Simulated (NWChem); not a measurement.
A series in which one site is exchanged, each optimised at PBE0/def2-SVP with NWChem, gas phase unless a solvent is named. All stand in one matching conformer (torsions within 35°), which need not be the lowest. This build's default masses of Se (78.918 u) and Br (79.917 u) are each other's, which moves their modes by up to 0.6 %. Shieldings are non-relativistic GIAO values without spin-orbit effects.

A: [F][Ga]([Br])[OH] (GaHOBrF; site = Br)
B: [Ga]([F])([F])[OH] (GaHOF$_{2}$; site = F)
C: [OH][Ga]([F])[Cl] (GaHOClF; site = Cl)
D: [OH][GaH][F] (GaH2OF; site = H)

```json
[
 {"quantity": "dipole (D), PBE0/def2-SVP", "A": "1.11", "B": "2.13", "C": "___", "D": "0.66"},
 {"quantity": "orbital gap (eV), PBE0/def2-SVP", "A": "7.33", "B": "8.10", "C": "___", "D": "8.37"},
 {"quantity": "highest harmonic frequency (cm⁻¹), PBE0/def2-SVP", "A": "3894", "B": "3900", "C": "___", "D": "3905"},
 {"quantity": "Ga absolute shielding, KT2/pcSseg-1 (ppm)", "A": "1467.0", "B": "1573.8", "C": "___", "D": "1476.7"}
]
```

Q: Complete the blanks.

A: 
- dipole (D), PBE0/def2-SVP, C: 1.42
- orbital gap (eV), PBE0/def2-SVP, C: 7.92
- highest harmonic frequency (cm⁻¹), PBE0/def2-SVP, C: 3898
- Ga absolute shielding, KT2/pcSseg-1 (ppm), C: 1489.3
